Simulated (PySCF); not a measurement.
Cartesian coordinates in Å; atom numbers follow the order of the lines, from 1:
```xyz
5

Cr    0.002    0.000   -0.014
N    -0.178   -0.004    1.452
F     1.670    0.010   -0.283
F    -0.755    1.402   -0.575
F    -0.739   -1.408   -0.580
```

Geometry: PBE0-D3(BJ)/def2-SVP; GIAO absolute shieldings from PySCF 2.14, gas phase, non-relativistic, averaged over equivalent atoms.

At B3LYP/pcSseg-1 (pcSseg-2 on Cr) (141 basis functions, 9.4 s wall time on 1 thread of an Arm Neoverse V1, shared host):
| atoms | σ (ppm) |
| --- | --- |
| Cr1 | -3048.9 |
| N2 | -1095.6 |
| F3/F4/F5 | -188.7 |

**Question.** Predict the values at PBE0/pcSseg-1 (pcSseg-2 on Cr) on the same geometry.

**Answer.** 
| atoms | σ at PBE0/pcSseg-1 (pcSseg-2 on Cr) | change |
| --- | --- | --- |
| Cr1 | -3126.0 | -77.1 |
| N2 | -1142.4 | -46.8 |
| F3/F4/F5 | -169.0 | +19.7 |

The largest change is at Cr1 (Cr bonded to 3 F, N). Cost: 141 basis functions, 12 s wall time on 1 thread of an Arm Neoverse V1, shared host.
